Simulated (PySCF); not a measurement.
H3F3O4Si2, SMILES O[Si](O)(O)O[Si](F)(F)F, CAM-B3LYP/def2-SVP optimised geometry.

```
12

Si     0.89    -1.67     0.00
F      0.41    -2.43     1.33
F      0.41    -2.52    -1.25
F      2.48    -1.67     0.00
O      0.29    -0.18     0.00
Si    -0.65     0.75     1.02
O     -0.14     2.30     0.97
O     -2.20     0.69     0.51
O     -0.50     0.12     2.52
H      0.75     2.52     1.28
H     -2.48     1.30    -0.18
H     -0.49    -0.84     2.62
```

Density from CAM-B3LYP/def2-TZVP run with PySCF 2.14.0 at that geometry.

Minimum of the electron density along straight lines between bonded atoms, close to the bond critical point (lines longer than 1.1 times the sum of covalent radii, or with two minima, are not listed):

| bond | length / Å | ρ at the minimum / e bohr⁻³ | ∇²ρ there / e bohr⁻⁵ | position (fraction from the first atom) |
|---|---|---|---|---|
| Si1–F2 | 1.606 | 0.139 | 0.93 | 0.42 |
| Si1–F3 | 1.589 | 0.146 | 1.02 | 0.42 |
| Si1–F4 | 1.590 | 0.145 | 1.01 | 0.42 |
| Si1–O5 | 1.603 | 0.154 | 0.95 | 0.42 |
| O5–Si6 | 1.677 | 0.125 | 0.70 | 0.59 |
| Si6–O7 | 1.630 | 0.146 | 0.84 | 0.41 |
| Si6–O8 | 1.630 | 0.147 | 0.84 | 0.41 |
| Si6–O9 | 1.633 | 0.146 | 0.83 | 0.41 |
| O7–H10 | 0.962 | 0.351 | -2.41 | 0.81 |
| O8–H11 | 0.962 | 0.350 | -2.40 | 0.81 |
| O9–H12 | 0.965 | 0.348 | -2.39 | 0.81 |
